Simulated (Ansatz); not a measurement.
Reaction (ligand exchange at the Si–C bond): `[SiH3]C[S][GaH2]` + H₂Se → `[SiH3][SeH]` + `C[S][GaH2]`

Computed with Ansatz on PBE0-D4/def2-TZVP structures; ΔE is electronic, products minus reactants. CCSD(T)/CBS adds triple-zeta CCSD(T) − MP2 to the extrapolated MP2 energy (def2 sets, frozen cores). DFT in def2-TZVPP. B3LYP here is the variant with VWN-RPA as its local correlation; programs differ in this. HSE06 is defined as in plane-wave codes. For Ga, Se outer-core shells are correlated without core-valence functions, which leaves a few kJ/mol of doubt a bond. Scalar relativity is left out up to krypton. Each species was taken in one conformer, which may not be the lowest.

`[SiH3]C[S][GaH2]`:

```xyz
11

Si    0.072   -1.489    0.698
C    -0.629   -0.571   -0.783
S     0.643    0.541   -1.476
Ga    0.543    2.282   -0.149
H     1.278   -2.250    0.286
H    -0.933   -2.429    1.271
H     0.453   -0.494    1.737
H    -0.901   -1.268   -1.579
H    -1.528   -0.011   -0.518
H     1.583    3.409   -0.425
H    -0.581    2.278    0.938
```

H₂Se:

```xyz
3

Se   -0.523   -0.405    0.176
H     0.897   -0.346    0.540
H    -0.373    0.751   -0.716
```

`[SiH3][SeH]`:

```xyz
6

Si    0.265    0.497   -0.120
Se   -1.299   -0.865    0.825
H     1.633    0.157    0.344
H    -0.098    1.862    0.330
H     0.223    0.423   -1.602
H    -0.724   -2.075    0.223
```

`C[S][GaH2]`:

```xyz
8

C     1.191   -0.700   -0.118
S     0.434    0.739   -0.930
Ga   -1.487    0.938    0.090
H     1.384   -1.468   -0.867
H     0.541   -1.110    0.655
H     2.135   -0.395    0.332
H    -1.789   -0.109    1.214
H    -2.409    2.105   -0.377
```

```json
{"level": "LDA (SPW92)", "ΔE (kJ/mol)": "-57.6", "difference from CCSD(T)/CBS": "4.8"}
{"level": "PBE-D4", "ΔE (kJ/mol)": "-62.4", "difference from CCSD(T)/CBS": "0.0"}
{"level": "BLYP-D4", "ΔE (kJ/mol)": "-58.0", "difference from CCSD(T)/CBS": "4.4"}
{"level": "r2SCAN-D4", "ΔE (kJ/mol)": "-64.8", "difference from CCSD(T)/CBS": "-2.4"}
{"level": "B97M-V", "ΔE (kJ/mol)": "-61.5", "difference from CCSD(T)/CBS": "0.9"}
{"level": "PBE0-D4", "ΔE (kJ/mol)": "-64.1", "difference from CCSD(T)/CBS": "-1.7"}
{"level": "B3LYP-D4", "ΔE (kJ/mol)": "-60.3", "difference from CCSD(T)/CBS": "2.1"}
{"level": "r2SCAN0-D4", "ΔE (kJ/mol)": "-65.9", "difference from CCSD(T)/CBS": "-3.5"}
{"level": "HSE06-D4", "ΔE (kJ/mol)": "-64.4", "difference from CCSD(T)/CBS": "-2.0"}
{"level": "BHLYP-D4", "ΔE (kJ/mol)": "-62.2", "difference from CCSD(T)/CBS": "0.2"}
{"level": "CAM-B3LYP-D4", "ΔE (kJ/mol)": "-59.5", "difference from CCSD(T)/CBS": "2.9"}
{"level": "ωB97X-V", "ΔE (kJ/mol)": "-62.0", "difference from CCSD(T)/CBS": "0.4"}
{"level": "ωB97M-V", "ΔE (kJ/mol)": "-60.4", "difference from CCSD(T)/CBS": "2.0"}
{"level": "B2PLYP", "ΔE (kJ/mol)": "-65.5", "difference from CCSD(T)/CBS": "-3.1"}
{"level": "PBE-QIDH", "ΔE (kJ/mol)": "-65.8", "difference from CCSD(T)/CBS": "-3.4"}
{"level": "PBE", "ΔE (kJ/mol)": "-67.5", "difference from CCSD(T)/CBS": "-5.1"}
{"level": "revPBE", "ΔE (kJ/mol)": "-71.1", "difference from CCSD(T)/CBS": "-8.7"}
{"level": "BLYP", "ΔE (kJ/mol)": "-68.2", "difference from CCSD(T)/CBS": "-5.8"}
{"level": "r2SCAN", "ΔE (kJ/mol)": "-66.3", "difference from CCSD(T)/CBS": "-3.9"}
{"level": "PBE0", "ΔE (kJ/mol)": "-68.7", "difference from CCSD(T)/CBS": "-6.3"}
{"level": "B3LYP", "ΔE (kJ/mol)": "-68.4", "difference from CCSD(T)/CBS": "-6.0"}
{"level": "r2SCANh", "ΔE (kJ/mol)": "-66.8", "difference from CCSD(T)/CBS": "-4.4"}
{"level": "r2SCAN0", "ΔE (kJ/mol)": "-67.7", "difference from CCSD(T)/CBS": "-5.3"}
{"level": "HSE06", "ΔE (kJ/mol)": "-68.8", "difference from CCSD(T)/CBS": "-6.4"}
{"level": "BHLYP", "ΔE (kJ/mol)": "-69.1", "difference from CCSD(T)/CBS": "-6.7"}
{"level": "CAM-B3LYP", "ΔE (kJ/mol)": "-64.4", "difference from CCSD(T)/CBS": "-2.0"}
{"level": "LC-ωPBE", "ΔE (kJ/mol)": "-64.7", "difference from CCSD(T)/CBS": "-2.3"}
{"level": "HF/def2-SVP", "ΔE (kJ/mol)": "-67.9", "difference from CCSD(T)/CBS": "-5.5"}
{"level": "MP2/def2-SVP", "ΔE (kJ/mol)": "-57.1", "difference from CCSD(T)/CBS": "5.3"}
{"level": "CCSD/def2-SVP", "ΔE (kJ/mol)": "-55.9", "difference from CCSD(T)/CBS": "6.5"}
{"level": "CCSD(T)/def2-SVP", "ΔE (kJ/mol)": "-54.4", "difference from CCSD(T)/CBS": "8.0"}
{"level": "HF/def2-TZVPP", "ΔE (kJ/mol)": "-72.8", "difference from CCSD(T)/CBS": "-10.4"}
{"level": "MP2/def2-TZVPP", "ΔE (kJ/mol)": "-61.4", "difference from CCSD(T)/CBS": "1.0"}
{"level": "SCS-MP2/def2-TZVPP", "ΔE (kJ/mol)": "-61.7", "difference from CCSD(T)/CBS": "0.7"}
{"level": "CCSD/def2-TZVPP", "ΔE (kJ/mol)": "-60.7", "difference from CCSD(T)/CBS": "1.7"}
{"level": "CCSD(T)/def2-TZVPP", "ΔE (kJ/mol)": "-59.1", "difference from CCSD(T)/CBS": "3.3"}
{"level": "HF/def2-QZVPP", "ΔE (kJ/mol)": "-72.6", "difference from CCSD(T)/CBS": "-10.2"}
{"level": "SCS-MP2/def2-QZVPP", "ΔE (kJ/mol)": "-63.4", "difference from CCSD(T)/CBS": "-1.0"}
{"level": "HF/CBS(def2)", "ΔE (kJ/mol)": "-72.5", "difference from CCSD(T)/CBS": "-10.1"}
{"level": "CCSD/CBS(def2)", "ΔE (kJ/mol)": "-64.0", "difference from CCSD(T)/CBS": "-1.6"}
{"level": "CCSD(T)/CBS", "ΔE (kJ/mol)": "-62.4", "difference from CCSD(T)/CBS": "0"}
```

Largest T1 diagnostic among the species: 0.013.

At CCSD(T), def2-SVP lies +8.0 kJ/mol from the extrapolated value and def2-TZVPP +3.3 kJ/mol. In def2-TZVPP, CCSD(T) changes the Hartree–Fock value by +13.7 kJ/mol (the triples alone add +1.6 kJ/mol) and MP2 by +11.5 kJ/mol.
